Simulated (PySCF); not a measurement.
The complex [V(SH)6]2- (charge -2) contains V(IV), shell d1. The structure is a model geometry with rigid ligands and bond lengths from ionic radii and axial bond length changed to 1.05 of its base value, not a minimum; coordination octahedral, point group Ci, metal–donor distances 2.32–2.44 Å.

The d shell alone is too small an active space for [V(SH)6]2- (an active orbital has only 0.62 squared overlap with the free ion's shell): its levels, fitted parameters, g values and moments show what this model gives and aren't sound predictions.

```
13

V     0.000    0.000    0.000
S     0.000    0.000    2.436
H     1.320    0.000    2.686
S     0.000    0.000   -2.436
H    -1.320    0.000   -2.686
S     2.320    0.000    0.000
H     2.570    1.320    0.000
S    -2.320    0.000    0.000
H    -2.570   -1.320    0.000
S     0.000    2.320    0.000
H     0.000    2.570    1.320
S     0.000   -2.320    0.000
H     0.000   -2.570   -1.320
```

Method (PySCF 2.14, density fitting): CASSCF(1,5) with orbitals averaged over all microstates of the shell, strongly contracted NEVPT2 on the averaged canonical orbitals; basis x2c-TZVPall on the metal, x2c-SVPall elsewhere; spin-free X2C; IEF-PCM water; spin-orbit coupling by state interaction with the mean-field operator over all roots.

Problem. What is the ground state?

Solution. 2Ag (from 2T2g) (S = 1/2, orbital degeneracy 1), with 1.0 electrons in the lower (t2g-type) set and 0.0 in the upper (eg-type) set, by NEVPT2.

Problem. Where do the spin-allowed transitions within the shell lie?

Solution. By NEVPT2: 2Ag (from 2T2g) at 1584 cm⁻¹; 2Ag (from 2T2g) at 1782 cm⁻¹; 2Ag (from 2Eg) at 23818 cm⁻¹ (420 nm); 2Ag (from 2Eg) at 27756 cm⁻¹ (360 nm). All are electric-dipole forbidden at this geometry.

Problem. What ligand-field parameters describe the result?

Solution. At NEVPT2 level: orbital energies 0, 1584, 1782, 23818, 27756 cm⁻¹; 10Dq = 24665 cm⁻¹ (difference of the means of the two sets); ζ = 168 cm⁻¹ (free ion 245).

Problem. What magnetic behaviour follows?

Solution. The ground doublet has g = 1.769, 1.809, 1.931. μeff is 1.74 μB at 300 K and 1.60 μB at 10 K; the spin-only value is 1.73 μB.

The geometry is a model, and the complex may not exist in this form. Charge-transfer states lie outside this active space and may come lower than some of these levels. NEVPT2 lifts 2Ag (from 2Eg) from 19418 to 23818 cm⁻¹; on the d shell alone it tends to overshoot states that fill the eg-type orbitals. NEVPT2 on the d shell alone tends to put d–d bands too high for such charged or covalently bound ions.

The job took 21 s on one thread of Arm Neoverse V1 (shared host), with 186 basis functions and a peak of 0.61 GiB, launched as `OMP_NUM_THREADS=1 python lf_run.py task.json out`.
